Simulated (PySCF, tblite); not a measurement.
Isomers of C4H11N2PSi, one GFN2-xTB conformer each. Single-point energies are computed at PBE0/pcSseg-1 (PySCF, gas phase, no added dispersion term), electronic only.

Question: Rank them by PBE0/pcSseg-1 energy, lowest first (kJ/mol).
A. `C1N(P(N(C)C=1)[SiH3])C`
B. `[CH3:1][C@H:2]([C:3]#[N:4])[CH2:5][NH:6][SiH2:7][PH2:8]` with C1–C2–C5–N6 -62°, C2–C5–N6–Si7 -77°, C5–N6–Si7–P8 176°, N6–Si7–P8–H 88° and -179°
C. `[CH3:1][N:2]([CH3:3])[P:4]1(=[N:5][SiH3:6])[CH:7]=[CH:8]1` with C1–N2–P4–N5 -20°

Answer: B (0.0), A (93.5), C (214.0).

As drawn, the lowest has a C≡N group and an N–H bond, which the highest lacks; the highest has a three-membered ring and a C=C bond outside aromatic rings, which the lowest lacks. GFN2-xTB itself gives, in the same order: 73.1, 0.0, 219.6. GFN2-xTB puts CN1C=CN(C)P1[SiH3] lowest instead; measured from each level's own lowest isomer, the values differ by up to 93.5 kJ/mol (CN1C=CN(C)P1[SiH3]: 0.0 against 93.5).

Question: Which frontier levels, dipoles and rotational constants go with these structures?

Answer: 
| SMILES | HOMO (eV, PBE0/pcSseg-1) | LUMO (eV) | dipole (D) | A, B, C (MHz) |
| --- | --- | --- | --- | --- |
| C[C@H](C#N)CN[SiH2]P | -7.37 | -0.10 | 3.50 | 4054, 515.8, 489.1 |
| CN1C=CN(C)P1[SiH3] | -4.90 | -0.08 | 1.81 | 1533, 1531, 1014 |
| CN(C)P1(=N[SiH3])C=C1 | -6.62 | -0.82 | 4.01 | 2397, 1046, 778.2 |

Question: What happens when harmonic zero-point energies from GFN2-xTB frequencies are added?

Answer: 
```tsv
SMILES	ZPE (kJ/mol)	electronic (kJ/mol)	with ZPE (kJ/mol)
C[C@H](C#N)CN[SiH2]P	372.5	0.0	0.0
CN1C=CN(C)P1[SiH3]	372.2	93.5	93.3
CN(C)P1(=N[SiH3])C=C1	366.5	214.0	208.0
```

The zero-point energies span 6.0 kJ/mol. The order is unchanged.
